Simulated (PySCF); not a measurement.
# Potential energy of ReH along the bond

Set-up: PySCF, scalar-relativistic core potentials, basis sets Re def2-TZVPP with ECP60, H def2-TZVPP. Energies in eV from Re (5d5 6s2) + H in their ground configurations at the same level. State: ⁵Σ⁺ (quintet), unpaired electrons π ↑↑, δ ↑↑.

All columns are PBE0. A positive dipole means Re(−)H(+).

```
R (Å)  E (eV)  μ (D)  Mulliken charge on Re (basis-dependent)  HOMO (eV)  LUMO (eV)  Mayer bond order  ⟨S²⟩
1.404  -1.599  -1.14                                     0.06      -5.05      -1.82              1.09  6.02
1.470  -1.931  -1.19                                     0.07      -5.04      -1.87              1.07  6.03
1.535  -2.120  -1.25                                     0.07      -5.02      -2.01              1.05  6.03
1.584  -2.190  -1.29                                     0.08      -5.02      -2.12              1.04  6.03
1.633  -2.211  -1.34                                     0.08      -5.01      -2.22              1.02  6.04
1.682  -2.192  -1.38                                     0.08      -5.01      -2.32              1.01  6.05
1.747  -2.119  -1.42                                     0.08      -5.00      -2.46              0.99  6.06
1.829  -1.970  -1.47                                     0.08      -5.00      -2.62              0.96  6.08
1.927  -1.741  -1.50                                     0.08      -5.01      -2.80              0.93  6.12
2.058  -1.398  -1.44                                     0.08      -5.02      -3.01              0.85  6.23
```

A fit through these points gives, at Re = 1.632 Å, μ = -1.33 D and dμ/dR = -0.846 D/Å; the reduced mass is 1.002 u.

How strong is the fundamental in the double-harmonic approximation, I = 42.26·(dμ/dR)²/μred km/mol?

I = 42.26·(-0.846)²/1.002 = 30.2 km/mol at PBE0.

The metal atom is held in its measured ground configuration; semilocal functionals can put another filling of s and d lower by some tenths of an eV, and De to that atom would be smaller. ⟨S²⟩ of the unrestricted solution departs from its pure value on part of the curve, where spin states mix. Spin–orbit coupling is left out, which matters for elements this heavy, above all for dissociation energies. The state is the lowest single determinant that the PBE0 search found; with open d or f shells the true ground state can be another one.
